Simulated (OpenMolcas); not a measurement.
## Pt3+: moving or changing the point charges

Pt3+ among 4 point charges of -2.5 e arranged as a tetrahedron (Td), 1.79 Å from the ion.
```
   1.0335    1.0335    1.0335  -2.50
   1.0335   -1.0335   -1.0335  -2.50
  -1.0335    1.0335   -1.0335  -2.50
  -1.0335   -1.0335    1.0335  -2.50
```

```
Program             : OpenMolcas
Method              : CASSCF
Basis               : ANO-RCC-VDZP [7s6p4d2f]
Scalar Hamiltonian  : DKH2, point nucleus
Active space        : 7 electrons in 5 orbitals (5d)
State averaging     : 2S+1 = 4 even, 10 roots; 2S+1 = 2 even, 40 roots
Spin-orbit coupling : RASSI with atomic mean-field integrals over the reference wave functions
```

Runs around this geometry, states (labels of Td). Energies in cm-1 above the lowest state or level, χT in cm3 K/mol; 10Dq and B are least-squares fits to the states below 45000 cm-1, weighted by degeneracy, with a free offset, and given where the rms deviation is under 5 % of |10Dq| (or 100 cm-1) and under 700 cm-1; 10Dq is negative for this site.

```csv
R (Å),q (e),Ground state,First state of that spin,10Dq,B (rms of fit),First gap with spin-orbit (degeneracies),χT at 300 K,First state of another spin
1.79,-1.25,4A2,4T2 4148,-3956,874 (86),"2287 (4, 4)",4.149,2E 16495
1.7,-2.5,4A2,4T2 6138,,,"3814 (4, 4)",3.881,2T1 15584
1.79,-2.5,4A2,4T2 5604,,,"3349 (4, 4)",3.965,2T1 16115
1.94,-2.5,4A2,4T2 4565,,,"2590 (4, 4)",4.089,2T1 16494
```

Taking the first state of the same spin as R^-n, n = -ln(4565 / 6138) / ln(1.94 / 1.7) = 2.2 between the shortest and longest distance.

Scaling the charges by -1.25 / -2.5 = 0.50 scales the first state of the same spin by 4148 / 5604 = 0.74; with fixed orbitals a first-order splitting would follow the charge.

Without dynamic correlation the repulsion within the d shell is too large (B by tens of per cent), so at a given field states of lower spin stand too high. Spin-orbit coupling mixes the spin-free states strongly: the lowest level takes only 50 % from its leading state, 4A2 (figures for R = 1.79, q = -1.25; the like holds for R = 1.7, q = -2.5, R = 1.79, q = -2.5, R = 1.94, q = -2.5). This is an electrostatic model: the charges have no orbitals. No measured value stands beside these numbers.
